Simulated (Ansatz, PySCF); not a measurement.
C₃H₉NOSi, SMILES C(=C\C)/[Si@H](O)N. Atoms are numbered in the order given.

```xyz
15

C      3.0930    -0.4739    -0.4448
C      1.5912    -0.4634    -0.4228
C      0.8211     0.0615     0.5420
Si    -1.0368     0.0275     0.4328
N     -1.6035     1.6513     0.4042
O     -1.4772    -0.8154    -0.9532
H      3.4734     0.0488    -1.3388
H      3.5155     0.0100     0.4488
H      3.4759    -1.5073    -0.4970
H      1.0937    -0.9275    -1.2866
H      1.3158     0.5309     1.4046
H     -1.6620    -0.6622     1.6021
H     -2.5977     1.8526     0.4251
H     -1.1044     2.3360    -0.1541
H     -1.5393    -1.7716    -0.8655
```
Charge 0, spin multiplicity 1.

The structure is a stationary point at ωB97X-D3(BJ)/def2-SVP. The structure was generated by enumeration; whether it is a known compound was not checked. One conformer was computed; it need not be the lowest.

Two levels are set side by side: PBE-D3(BJ)/def2-SVP (Ansatz, a program for electronic structure) and ωB97X-D3(BJ)/def2-SVP (PySCF). Each level has its own optimised geometry; the coordinates shown are those of the second. Frequencies come from the Hessian of PySCF at each geometry. Differences are taken from unrounded values.

```tsv
quantity	ωB97X-D3(BJ)	PBE-D3(BJ)	PBE-D3(BJ) minus ωB97X-D3(BJ)
mean bond length (Å)	1.293	1.302	0.009
bond C1–C2 (Å)	1.502	1.498	-0.004
bond C2–C3 (Å)	1.341	1.353	0.011
bond C3–Si4 (Å)	1.861	1.869	0.007
bond Si4–N5 (Å)	1.720	1.732	0.012
bond Si4–O6 (Å)	1.681	1.697	0.016
bond C1–H7 (Å)	1.103	1.112	0.009
bond C1–H8 (Å)	1.101	1.108	0.007
bond C1–H9 (Å)	1.103	1.112	0.009
bond C2–H10 (Å)	1.100	1.108	0.008
bond C3–H11 (Å)	1.100	1.108	0.008
bond Si4–H12 (Å)	1.495	1.508	0.014
bond N5–H13 (Å)	1.015	1.023	0.009
bond N5–H14 (Å)	1.015	1.023	0.009
bond O6–H15 (Å)	0.962	0.973	0.011
highest harmonic wavenumber (cm⁻¹)	3936	3756	-180
mean harmonic wavenumber (cm⁻¹)	1359	1305	-54
zero-point energy (kcal/mol)	75.75	72.76	-2.99
```

Exact exchange shortens and stiffens bonds; PBE has none. Differences between two approximate levels are no errors against the true value.
